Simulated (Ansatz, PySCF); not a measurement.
Molecule: P2O2, net charge 0, singlet state. 
Structure (B3LYP-D3(BJ)/def2-TZVP (Ansatz, a quantum-chemistry and plane-wave program) minimum search):
```xyz
4

P      1.2378    -0.0144    -0.0122
P     -1.2378     0.0144     0.0122
O      0.0129     1.1058     0.0045
O     -0.0129    -1.1058    -0.0045
```

Total electronic energies in hartree. Cores are frozen in the correlated levels unless marked. No spin-orbit coupling. No relativistic terms. CBS marks a two-point X^-3 extrapolation of the correlation energy; Hartree-Fock from the larger set. The program attaches cautions to a run behind CCSD/STO-3G: other roots.

The Hartree-Fock reference is unstable (checked in the largest basis), which strains HF and MP2. 

```
level                                        program  energy (Eh)
------------------------------------  --------------  -----------
HF-D3(BJ)/def2-TZVPD                   PySCF + dftd3   -831.30310
PBE/def2-TZVPD                                Ansatz   (withheld)
MN15/def2-TZVPD                                PySCF   (withheld)
CAM-B3LYP-D3(BJ)/def2-TZVPD           Ansatz + dftd3   -833.21762
RPA@PBE/cc-pV(T+d)Z                           Ansatz   (withheld)
MP2/cc-pwCVTZ                                 Ansatz   -832.06100
RI-MP2/aug-cc-pV(Q+d)Z                        Ansatz   -832.13294
CCSD/STO-3G                                   Ansatz   -821.68600
CCSD(T)/CBS(cc-pV(T+d)Z,cc-pV(Q+d)Z)          Ansatz    -832.2042
```

Task: Fill in the missing entries.

Result: 
- PBE/def2-TZVPD, energy (Eh): -832.79830
- MN15/def2-TZVPD, energy (Eh): -832.88492
- RPA@PBE/cc-pV(T+d)Z, energy (Eh): -832.39411
